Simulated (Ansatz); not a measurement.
Relaxation of C₂H₉AlGeSi (14 atoms, charge 0, multiplicity 1), to a largest force component of 0.015 eV/Å in at most 40 steps.

Level of theory: Ansatz 0.2.0, RHF/def2-mTZVP.

```xyz
14
Properties=species:S:1:pos:R:3
C -1.881 0.836 -0.327
C -1.005 -0.076 -0.428
Al -0.593 -0.904 -2.175
Ge 0.076 -0.592 1.121
Si 2.007 0.544 1.132
H -2.147 1.368 0.613
H -2.456 1.206 -1.211
H 0.628 -1.995 -2.246
H -1.339 -0.447 -3.439
H 0.287 -2.124 1.086
H -0.813 -0.275 2.429
H 2.800 0.186 2.288
H 2.759 0.208 -0.139
H 1.693 1.989 1.147
```

Problem. Where does it end, and by what steps?

Solution. The run converged. The force dipped under the threshold on the way, but the program's further checks kept it going. After 11 steps the energy has fallen by 0.516 eV; H14 moved furthest, 0.37 Å.

| step | energy less start (eV) | largest force component (eV/Å) | accepted |
| --- | --- | --- | --- |
| 0 | 0.0000 | 4.005 | yes |
| 1 | -0.4360 | 1.667 | yes |
| 2 | -0.2494 | 1.958 | no |
| 3 | -0.5042 | 0.469 | yes |
| 4 | -0.5096 | 0.182 | yes |
| 5 | -0.5070 | 0.361 | no |
| 6 | -0.5146 | 0.023 | yes |
| 7 | -0.5151 | 0.010 | yes |
| 8 | -0.5154 | 0.036 | yes |
| 9 | -0.5154 | 0.042 | yes |
| 10 | -0.5155 | 0.019 | yes |
| 11 | -0.5155 | 0.010 | yes |

```xyz
14
Properties=species:S:1:pos:R:3
C -2.023 0.739 -0.405
C -0.990 -0.099 -0.480
Al -0.579 -0.852 -2.237
Ge -0.001 -0.519 1.164
Si 2.170 0.532 1.193
H -2.356 1.198 0.515
H -2.609 1.018 -1.268
H 0.624 -1.858 -2.423
H -1.489 -0.428 -3.457
H 0.185 -2.046 1.280
H -0.816 -0.046 2.386
H 2.973 0.054 2.336
H 2.903 0.233 -0.055
H 2.024 1.998 1.301
```

Whether the end is a true minimum wasn't checked by a vibrational analysis.

Run time: 61 s on 2 threads of Intel(R) Xeon(R) Platinum 8488C (Sapphire Rapids), on a shared host, peak memory 0.44 GiB.
